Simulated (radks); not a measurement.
All-electron atom: Sc VIII in [He] 2s2 2p5 3s2 3p2 4p1 (not the ground configuration). Method: non-relativistic Kohn-Sham, LDA (Slater exchange, Perdew-Wang correlation), spin-polarised, spherical densities, point nucleus; open shells are filled with parallel spins first; computed with a radial shooting solver on a logarithmic mesh with Libxc functionals.

Unscreened Slater integrals over Kohn-Sham orbitals (eV). They are taken over the spin-up orbitals. Empty in this configuration: 3d.

F0(4p,4p): 12.076
F2(4p,4p): 6.3474
F0(4p,3p): 15.090
F2(4p,3p): 4.6142
G0(4p,3p): 1.2314
G2(4p,3p): 1.5131
F0(4p,3s): 15.094
G1(4p,3s): 1.3710
F0(4p,2p): 17.352
F2(4p,2p): 2.1517
G0(4p,2p): 0.79306
G2(4p,2p): 0.89380
F0(4p,3d): 15.163
F2(4p,3d): 4.5204
G1(4p,3d): 1.4917
G3(4p,3d): 1.5059
F0(3p,3p): 26.159
F2(3p,3p): 13.297
F0(3p,3s): 26.223
G1(3p,3s): 17.420
F0(3p,2p): 34.999
F2(3p,2p): 7.8338
G0(3p,2p): 3.1690
G2(3p,2p): 3.3533
F0(3p,3d): 26.482
F2(3p,3d): 13.090
G1(3p,3d): 15.308
G3(3p,3d): 9.8292
F0(3s,3s): 26.323
F0(3s,2p): 34.684
G1(3s,2p): 3.2282
F0(3s,3d): 26.582
G2(3s,3d): 11.871
F0(2p,2p): 83.117
F2(2p,2p): 39.146
F0(2p,3d): 35.373
F2(2p,3d): 8.5952
G1(2p,3d): 7.0459
G3(2p,3d): 4.0215
F0(3d,3d): 27.175
F2(3d,3d): 13.739
F4(3d,3d): 8.8155

Derived for the open shells (J is the average intra-shell exchange parameter used in DFT+U). 2p: J = F2/5 = 7.829 eV. 3p: J = F2/5 = 2.659 eV; in LS coupling 1D lies 6 F2/25 = 3.191 eV above 3P. 4p: J = F2/5 = 1.269 eV.
